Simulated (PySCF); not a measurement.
**Exercise with solution: oscillator strength and radiative lifetime**

Ti(Cl)3(NH2) (Cl₃H₂NTi), SMILES [NH2][Ti]([Cl])([Cl])[Cl], multiplicity 1.

Geometry optimised at PBE0-D3(BJ)/def2-SVP. The spin state was assumed, not searched. The isomer is the one that the SMILES or the coordinates give; other isomers of the formula were not compared. The values are those of a single conformer.

TDDFT-LC-ωPBE/def2-SVPD run with PySCF puts the first singlet state with f over 0.02 at 5.42 eV (vertical), with the transition dipole (-0.664, -0.007, 0.000) in atomic units.

### Question
Find the oscillator strength, the wavelength and the radiative lifetime that this transition would have in vacuum if emission retraced absorption.

### Answer

|μ|² = 0.4409 au, so |μ| = 1.69 D. ΔE = 5.42/27.211 = 0.1992 hartree. f = (2/3) ΔE |μ|² = 0.059 (the program prints 0.059).
λ = 1239.84/5.42 = 229 nm; ν = 43715 cm⁻¹.
Einstein's coefficient A = 0.6670 ν² f s⁻¹ (ν in cm⁻¹) = 7.5e7 s⁻¹, so τ = 1/A = 13 ns. This state is S9; the lower singlets have f = 0.004, 0.013, 0.000, 0.012, 0.011, 0.001, 0.011, 0.001. The figure is the radiative limit of this one transition; relaxation, internal conversion, crossing to triplets and a medium change what is measured.
